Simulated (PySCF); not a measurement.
## Nuclear quadrupole coupling in `CC[Si@](N)(P)CC[SiH3]`

C₄H₁₆NPSi₂.
Atom-mapped SMILES: `[CH3:1][CH2:2][Si@:3]([NH2:4])([PH2:5])[CH2:6][CH2:7][SiH3:8]` (hydrogens: H9, H10, H11 on C1; H12, H13 on C2; H14, H15 on N4; H16, H17 on P5; H18, H19 on C6; H20, H21 on C7; H22, H23, H24 on Si8)

Geometry (GFN2-xTB, Å), atoms numbered from 1 in this order:
```
atom  x, y, z in Å
C1    -2.692    1.455   -0.086
C2    -2.310    0.135    0.569
Si3   -0.734   -0.646   -0.196
N4    -0.882   -1.113   -1.862
P5    -0.187   -2.460    1.035
C6     0.741    0.564   -0.114
C7     2.079   -0.165   -0.209
Si8    3.568    1.003   -0.056
H9    -3.587    1.873    0.372
H10   -2.888    1.314   -1.146
H11   -1.887    2.179    0.016
H12   -2.158    0.295    1.637
H13   -3.145   -0.562    0.479
H14   -1.035   -0.403   -2.561
H15   -1.391   -1.949   -2.101
H16    0.428   -3.112   -0.014
H17   -1.384   -3.113    0.810
H18    0.703    1.124    0.822
H19    0.667    1.296   -0.919
H20    2.120   -0.923    0.579
H21    2.118   -0.709   -1.155
H22    3.513    1.701    1.231
H23    3.516    1.997   -1.134
H24    4.813    0.239   -0.155
```

Field gradients from the PBE0/pcSseg-1 density (PySCF, non-relativistic), principal values in atomic units, ordered |Vxx| ≤ |Vyy| ≤ |Vzz|:

| atom | Vxx | Vyy | Vzz |
| --- | --- | --- | --- |
| N4 | 0.3217 | 0.6212 | -0.9429 |

Problem. Find the asymmetry η = (Vxx − Vyy)/Vzz and the couplings χ = eQV/h (234.96 MHz × Q in barn × V in au), with Q(14N) = 0.02044 b.

Solution. 
| atom | environment | nucleus | η | χzz (MHz) | χxx (MHz) | χyy (MHz) |
| --- | --- | --- | --- | --- | --- | --- |
| N4 | silicon-bound nitrogen | 14N | 0.32 | -4.529 | 1.545 | 2.983 |

Problem. What is Vzz at N4 in SI units (1 au = 9.71736 × 10²¹ V/m²)?

Solution. -0.9429 au = -9.163 × 10²¹ V/m².

Problem. And the gradient at the other heavy atoms, for which no coupling is worked out here?

Solution. 
```tsv
atom	environment	Vzz (au)	η
C1	methyl carbon	0.063	0.11
C2	sp3 carbon bound to silicon	-0.088	0.75
Si3	four-coordinate silicon	-0.251	0.89
P5	three-coordinate phosphorus	-0.977	0.47
C6	sp3 carbon bound to silicon	-0.090	0.92
C7	sp3 carbon bound to silicon	0.084	0.58
Si8	SiH3 silicon	0.029	0.68
```

Were the hydrogens deuterons (Q(2H) = 0.00286 b), χzz would run from 109 kHz (H23 and H22) to 288 kHz (H14 and H15).

One conformer (not necessarily the lowest) at the GFN2-xTB geometry, without solvent, vibrations or thermal averaging. GFN2-xTB bond lengths can be off by several hundredths of an ångström, more for odd bonds, and the gradients follow them. The basis is small and wasn't made for field gradients, so the couplings can be 20 % off.
